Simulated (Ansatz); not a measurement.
C₂H₆N, doublet, at a GFN2-xTB geometry; PBE/def2-SV(P) (Ansatz, a quantum-chemistry and plane-wave program).

The Ansatz input:
Ansatz 0.2 input:
```yaml
crystal:
  periodic: [false, false, false]
  atoms:
    - {symbol: C, position_ang: [1.21038693, -0.06406637, -0.15447247]}
    - {symbol: N, position_ang: [-0.03444764, 0.29146863, -0.69345432]}
    - {symbol: C, position_ang: [-1.17764586, 0.09419832, 0.09441112]}
    - {symbol: H, position_ang: [1.69188543, -0.78651789, -0.82594247]}
    - {symbol: H, position_ang: [1.17367087, -0.48123491, 0.86338227]}
    - {symbol: H, position_ang: [1.86282087, 0.81854994, -0.16149219]}
    - {symbol: H, position_ang: [-0.98869500, -0.34877932, 1.08415297]}
    - {symbol: H, position_ang: [-1.88247399, -0.53875757, -0.45942133]}
    - {symbol: H, position_ang: [-1.68933161, 1.05710944, 0.22084392]}
basis:
  gaussian:
    orbitals: def2-SV_P_.json
hamiltonian:
  xc: pbe
magnetization: {spin_polarized: true, initial_magnetization: 1}
```
The basis file holds def2-SV(P) in the JSON format of the Basis Set Exchange.

Task: What does Ansatz print? Leave out banner, timings and long lists.

Result: 
```
Functional definition: PBE
788 factors; their error is unknown
mean field evaluation 1: about -3644.2452 eV, gradient 3.8e1 eV
mean field evaluation 2: about -3635.5683 eV, gradient 5.5e1 eV
mean field evaluation 4: about -3651.8161 eV, gradient 3.5e0 eV
mean field evaluation 8: about -3651.8297 eV, gradient 3.6e-2 eV
mean field evaluation 16: about -3651.8297 eV, gradient 1.2e-5 eV
mean field -3651.82965762 eV, -134.2022646185 hartree, gradient 1.2e-5 eV, S^2 0.752756; 0 other end points of the search recorded, 0 dependent functions left out
reference -3651.82968779 eV, -134.2022657273 hartree; 13, 12 occupied and 41, 42 virtual orbitals, 788 factors
Total energy: -3651.82968779 eV, -134.2022657273 hartree
```
